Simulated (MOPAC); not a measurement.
Input file for MOPAC: PM6 on CH5ClS (a complex), monomers drawn apart or pushed together.

```
PM6 1SCF PRECISE CHARGE=0 THREADS=1
CH5ClS

S     -0.31625139 1     0.11783703 1    -0.45729565 1
H     -0.22977986 1     1.43462952 1    -0.20979202 1
H      0.59313329 1    -0.17891188 1     0.48813437 1
C     -0.42901931 1    -1.15841550 1     5.38668219 1
Cl     1.36123694 1    -1.09054325 1     5.22542965 1
H     -0.86034398 1    -0.92335686 1     4.41799611 1
H     -0.70082158 1    -2.16178313 1     5.69942784 1
H     -0.72721650 1    -0.42898094 1     6.13330378 1
```

Program output:

```
*******************************************************************************
 **                                                                           **
 **                              MOPAC v23.2.5                                **
 **                                                                           **
 *******************************************************************************
 ** MOPAC's Digital Object Identifier: https://doi.org/10.5281/zenodo.6511958 **
 **                                                                           **
 ** Please cite the open-source release paper for use of this MOPAC version:  **
 ** J. E. Moussa and J. J. P. Stewart (2026)                                  **
 ** MOPAC: An open-source semiempirical molecular orbital program             **
 ** J. Open Source Softw., 11(119), 8025, https://doi.org/10.21105/joss.08025 **
 *******************************************************************************

                              PM6 CALCULATION RESULTS

 *******************************************************************************
 *  PM6        - The PM6 Hamiltonian to be used
 *
 *
 *
 *                 CHARGE ON SYSTEM = 0
 *
 *
 *
 *  PRECISE    - TIGHTER CRITERIA TO BE USED
 *  1SCF       - DO 1 SCF AND THEN STOP
 *  THREADS=1  - MULTI-THREADING NOT USED
 *  T=         - A TIME OF 172800.0 SECONDS REQUESTED
 *  DUMP=N     - RESTART FILE WRITTEN EVERY 7200.0 SECONDS REQUESTED
 *******************************************************************************
PM6 1SCF PRECISE CHARGE=0 THREADS=1
 CH5ClS

   ATOM   CHEMICAL          X               Y               Z
  NUMBER   SYMBOL      (ANGSTROMS)     (ANGSTROMS)     (ANGSTROMS)

     1       S         -0.31625139  *   0.11783703  *  -0.45729565  *
     2       H         -0.22977986  *   1.43462952  *  -0.20979202  *
     3       H          0.59313329  *  -0.17891188  *   0.48813437  *
     4       C         -0.42901931  *  -1.15841550  *   5.38668219  *
     5      Cl          1.36123694  *  -1.09054325  *   5.22542965  *
     6       H         -0.86034398  *  -0.92335686  *   4.41799611  *
     7       H         -0.70082158  *  -2.16178313  *   5.69942784  *
     8       H         -0.72721650  *  -0.42898094  *   6.13330378  *



          CARTESIAN COORDINATES

    NO.       ATOM           X           Y           Z

     1         S         -0.3163      0.1178     -0.4573
     2         H         -0.2298      1.4346     -0.2098
     3         H          0.5931     -0.1789      0.4881
     4         C         -0.4290     -1.1584      5.3867
     5        Cl          1.3612     -1.0905      5.2254
     6         H         -0.8603     -0.9234      4.4180
     7         H         -0.7008     -2.1618      5.6994
     8         H         -0.7272     -0.4290      6.1333

 General Reference for PM6:
 "Optimization of Parameters for Semiempirical Methods V: Modification of NDDO Approximations
 and Application to 70 Elements", J. J. P. Stewart, J. Mol. Mod., 13, 1173-1213 (2007)
 URL: https://link.springer.com/article/10.1007/s00894-007-0233-4

           Empirical Formula: C H5 S Cl  =     8 atoms



      MOLECULAR POINT GROUP   :   C1


      RHF CALCULATION, NO. OF DOUBLY OCCUPIED LEVELS = 11


 -------------------------------------------------------------------------------
 PM6 1SCF PRECISE CHARGE=0 THREADS=1
 CH5ClS



     1SCF WAS SPECIFIED, SO BFGS WAS NOT USED
     SCF FIELD WAS ACHIEVED


                              PM6 CALCULATION
                                                       MOPAC v23.2.5 Linux




          FINAL HEAT OF FORMATION =        -16.68994 KCAL/MOL =     -69.83071 KJ/MOL


          COSMO AREA              =        140.17 SQUARE ANGSTROMS
          COSMO VOLUME            =        109.50 CUBIC ANGSTROMS

          IONIZATION POTENTIAL    =          9.450904 EV
          HOMO LUMO ENERGIES (EV) =         -9.451  0.431
          NO. OF FILLED LEVELS    =         11
          MOLECULAR WEIGHT        =         84.5635         POINT GROUP:  C1

          MOLECULAR DIMENSIONS (Angstroms)

            Atom       Atom       Distance
            H     7    H     2     6.93361
            S     1    H     8     2.95931
            H     6   Cl     5     2.26997


          SCF CALCULATIONS        =          1





   ATOM   CHEMICAL          X               Y               Z
  NUMBER   SYMBOL      (ANGSTROMS)     (ANGSTROMS)     (ANGSTROMS)

     1       S         -0.31625139  *   0.11783703  *  -0.45729565  *
     2       H         -0.22977986  *   1.43462952  *  -0.20979202  *
     3       H          0.59313329  *  -0.17891188  *   0.48813437  *
     4       C         -0.42901931  *  -1.15841550  *   5.38668219  *
     5      Cl          1.36123694  *  -1.09054325  *   5.22542965  *
     6       H         -0.86034398  *  -0.92335686  *   4.41799611  *
     7       H         -0.70082158  *  -2.16178313  *   5.69942784  *
     8       H         -0.72721650  *  -0.42898094  *   6.13330378  *

                             CARTESIAN COORDINATES

   1    S       -0.316251390     0.117837030    -0.457295650
   2    H       -0.229779860     1.434629520    -0.209792020
   3    H        0.593133290    -0.178911880     0.488134370
   4    C       -0.429019310    -1.158415500     5.386682190
   5   Cl        1.361236940    -1.090543250     5.225429650
   6    H       -0.860343980    -0.923356860     4.417996110
   7    H       -0.700821580    -2.161783130     5.699427840
   8    H       -0.727216500    -0.428980940     6.133303780


           Empirical Formula: C H5 S Cl  =     8 atoms



      MOLECULAR POINT GROUP   :   C1


                  EIGENVALUES
 -30.26585 -27.29223 -24.35734 -15.35031 -15.33387 -14.51982 -14.45481 -11.80695
 -10.82742 -10.82219  -9.45090   0.43097   0.64218   1.22872   2.05426   2.16424
   2.18392   3.05064   3.80810   4.97110   4.97222   5.58565  89.06004  89.06970
  89.08451  89.45388  89.45403


              NET ATOMIC CHARGES AND DIPOLE CONTRIBUTIONS

  ATOM NO.   TYPE          CHARGE      No. of ELECS.   s-Pop       p-Pop       d-Pop
    1          S          -0.366638        6.3666     1.91906     4.30491     0.14267
    2          H           0.182008        0.8180     0.81799
    3          H           0.184630        0.8154     0.81537
    4          C          -0.353502        4.3535     1.11054     3.24296
    5         Cl          -0.150050        7.1501     1.99079     5.15329     0.00597
    6          H           0.167705        0.8323     0.83230
    7          H           0.168193        0.8318     0.83181
    8          H           0.167654        0.8323     0.83235
 DIPOLE           X         Y         Z       TOTAL
 POINT-CHG.    -1.215     0.805     1.245     1.917
 HYBRID         0.028    -0.123    -0.167     0.210
 SUM           -1.187     0.682     1.077     1.742


          ATOMIC ORBITAL ELECTRON POPULATIONS

     Atom    s        px        py        pz      x^2-y^2     xz        z^2       yz        xy
    1  S   1.91906   1.61270   1.12357   1.56864   0.05527   0.05002   0.01946   0.01254   0.00538
    2  H   0.81799
    3  H   0.81537
    4  C   1.11054   0.88011   1.18315   1.17970
    5 Cl   1.99079   1.16719   1.99584   1.99026   0.00268   0.00124   0.00087   0.00003   0.00116
    6  H   0.83230
    7  H   0.83181
    8  H   0.83235

 **********************
 *                    *
 * JOB ENDED NORMALLY *
 *                    *
 **********************




 == MOPAC DONE ==
```

The run finished.

Cost: very roughly 0.03 core-seconds.
